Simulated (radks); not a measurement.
Question: All-electron atom: As I in [Ar] 3d10 4s2 4p3. Method: non-relativistic Kohn-Sham, PBE, spin-polarised, spherical densities, point nucleus; open shells are filled with parallel spins first; hard spherical wall at 2.5 bohr; computed with a radial shooting solver on a logarithmic mesh with Libxc functionals. Some entries of the table are withheld. Estimate them.

orbital  occ.  eigenvalue (hartree)  <1/r> (bohr^-1)  r(max) (bohr)
1s up       1             -422.9642            32.50        0.03062
1s down     1             -422.9494            32.50        0.03062
2s up       1             -52.15211            7.160         0.1737
2s down     1             -52.14454            7.159         0.1737
2p up       3             -46.52059            7.133         0.1379
2p down     3             -46.50672            7.133         0.1379
3s up       1              -5.80958            2.319         0.5316
3s down     1              -5.79145            2.318         0.5319
3p up       3              -3.91664            2.194         0.5260
3p down     3              -3.89592            2.196         0.5264
3d up       5              -0.61193            1.877         0.4793
3d down     5              -0.58253            1.891         0.4791
4s up       1               0.48837           0.8944          1.491
4s down     1               0.63652           0.9023          1.479
4p up       3               1.04330           0.8810          1.561
4p down     0               1.19508           0.8858          1.553
4d up       0               2.07613           0.9376          1.675
4d down     0               2.22372           0.9290          1.671
5s up       0               4.50264              (1)          1.995
5s down     0               4.59221              (2)          1.996
5p up       0                   (3)            1.078          2.013
5p down     0                   (4)            1.078          2.014

Answer: 
(1) 5s up <1/r> (bohr^-1): 1.059
(2) 5s down <1/r> (bohr^-1): 1.057
(3) 5p up eigenvalue (hartree): 5.08770
(4) 5p down eigenvalue (hartree): 5.17479
